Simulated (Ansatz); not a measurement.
Gas-phase electronic energies from Ansatz, PBE0-D4/def2-TZVP geometries. CCSD(T)/CBS is the MP2 limit (def2-TZVPP, def2-QZVPP) plus CCSD(T) − MP2 in def2-TZVPP, frozen cores. DFT in def2-TZVPP. B3LYP here is the variant with VWN-RPA as its local correlation; programs differ in this. Each species was taken in one conformer, which may not be the lowest.

Consider the isomerisation: `[SiH3]N=C1CC1` → `C#C[SiH2]CN`.

(1) Is it downhill or uphill in electronic energy at CCSD(T)/CBS, and by how much? (An estimate is asked.)

(2) What do these levels give: PBE-D4, r2SCAN-D4, B3LYP-D4, ωB97M-V, PBE, B3LYP, HF/def2-TZVPP, CCSD/def2-TZVPP, CCSD(T)/def2-TZVPP, SCS-MP2/def2-QZVPP, HF/CBS(def2), CCSD/CBS(def2)? (Best estimate.)

Largest T1 diagnostic among the species: 0.012.

## Answers

(1) Ansatz gave: Downhill: ΔE = -7.0 kJ/mol.

(2) Computed: PBE-D4 29.4, r2SCAN-D4 24.9, B3LYP-D4 12.0, ωB97M-V 9.3, PBE 29.6, B3LYP 12.4, HF/def2-TZVPP 3.0, CCSD/def2-TZVPP -0.7, CCSD(T)/def2-TZVPP -0.5, SCS-MP2/def2-QZVPP -7.8, HF/CBS(def2) 3.0, CCSD/CBS(def2) -7.2 kJ/mol.

In def2-TZVPP, CCSD(T) changes the Hartree–Fock value by −3.6 kJ/mol (the triples alone add +0.2 kJ/mol) and MP2 by −5.7 kJ/mol.
